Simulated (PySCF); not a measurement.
Electron correlation in Co⁺ (cobalt, charge +1)

[Ar] 3d7 4s1, high-spin 5F determinant (an excited configuration). Calculation: PySCF 2.14, in aug-cc-pVDZ; the non-relativistic Hamiltonian (point nucleus). Frozen: [Ar]; 8 electrons correlated.

MP2 pair energies summed by pair of shells (mhartree):

```
 pair   energy  share (%)
3d-3d  -155.56       89.0
3d-4s   -19.30       11.0
```

Total MP2 correlation energy: -174.85 mhartree.

Same-spin part -80.99 and opposite-spin part -93.86 mhartree; SCS-MP2 scales them by 1/3 and 6/5 to -139.63 mhartree.
